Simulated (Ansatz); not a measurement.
CH3Cl2In can be A, `Cl[CH](Cl)[InH2]`, or B, `[CH3][In]([Cl])[Cl]`.

Computed with Ansatz on PBE0-D4/def2-TZVP structures; ΔE is electronic, products minus reactants. CCSD(T)/CBS adds triple-zeta CCSD(T) − MP2 to the extrapolated MP2 energy (def2 sets, frozen cores). Functionals use def2-TZVPP. B3LYP here is the variant with VWN-RPA as its local correlation; programs differ in this. Elements past krypton have def2 core potentials. For In outer-core shells are correlated without core-valence functions, which leaves a few kJ/mol of doubt a bond.

Task: Which is lower in electronic energy at CCSD(T)/CBS, and by how much? (Best estimate.)

Result: The calculation gave: B, by 402.8 kJ/mol.

Task: Give E(B) − E(A) in kJ/mol with BLYP-D4, PBE-D4, B3LYP-D4, r2SCAN-D4, CCSD(T)/def2-SVP, B3LYP, CCSD(T)/def2-TZVPP. (Best estimate.)

Result: The calculation gave: BLYP-D4 -384.0, PBE-D4 -379.7, B3LYP-D4 -397.1, r2SCAN-D4 -400.4, CCSD(T)/def2-SVP -407.0, B3LYP -403.4, CCSD(T)/def2-TZVPP -399.6. None reverses the order clearly.

Largest T1 diagnostic: 0.013.

From r2SCAN to r2SCAN0 (25 % exact exchange), in def2-TZVPP and without D4, E(B) − E(A) moves by −7.8 kJ/mol. The D4 term adds +6.2 kJ/mol with B3LYP and +2.8 kJ/mol with PBE0; it sums over pairs of atoms, weighted by their polarisabilities, and B3LYP, whose exchange is more repulsive, gets the larger term.
